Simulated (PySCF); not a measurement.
# Converging GaI in the basis (MP2)

PySCF, RHF reference; singlet, unpaired electrons none; De to Ga + I without counterpoise correction. Frozen cores follow the default of each basis and core potential.

| basis | relativity | functions | Re (Å) | ωe (cm⁻¹) | De (eV) | frozen orbitals |
| --- | --- | --- | --- | --- | --- | --- |
| cc-pVDZ-PP | scalar-relativistic core potentials | 46 | 2.612 | 221 | 3.60 | 8 |
| def2-SVP | scalar-relativistic core potentials | 58 | 2.580 | 226 | 3.61 | 13 |
| x2c-TZVPPall | spin-free X2C | 108 | 2.554 | 228 | 3.91 | 27 |

(1) How does each smaller set differ from the one with most functions, x2c-TZVPPall?

Correlated steps freeze the inner cores (8 to 27 orbitals); shallow outer-core shells are correlated. Correlated levels converge slowly with the basis: in double zeta they bind strong bonds too weakly, by up to about 1 eV, and carry superposition errors of some tenths. These are scalar-relativistic numbers at best; spin–orbit coupling would shift them, the dissociation energy most. Where the molecule has an RHF reference, its open-shell atoms are computed with UHF.

Answers

(1) cc-pVDZ-PP: +5.8 pm, -3.1 % in ωe, -0.31 eV in De; def2-SVP: +2.6 pm, -0.9 % in ωe, -0.30 eV in De. All at MP2; the set with most functions is neither the basis-set limit nor always the best. The rows treat relativity differently, so the differences are not basis effects alone.
